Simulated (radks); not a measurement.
Task: Coherent X-ray form factor from a spherical all-electron density. All-electron calculation, scalar-relativistic Kohn-Sham, r2SCAN, spin-polarised, spherical densities, finite nucleus; meta-GGA in the generalised Kohn-Sham scheme; Fermi nuclear charge, rms radius of each element as measured or else 0.836 A^(1/3) + 0.57 fm. Program: a radial shooting solver on a logarithmic mesh with Libxc functionals.

sin(theta)/lambda (1/angstrom),f0 (electrons)
0.05,12.450
0.1,11.252
0.15,10.073
0.2,9.158
0.25,8.455
0.3,7.860
0.4,6.755
0.5,5.685
0.6,4.710
0.8,3.225
1,2.337
1.25,1.764
1.5,1.484
2,1.195

The species is in the configuration that NIST lists as its ground one. Which atom or ion scatters so?

Result: Neutral aluminium, [Ne] 3s2 3p1. Extrapolating in s^2 from the first two rows gives f0(0) = 12.8, near the electron count 13; among species with that count, the fall with angle is slower the higher Z, and the table is that of Z = 13; from so few rows the species is fixed only to a neighbour or two.
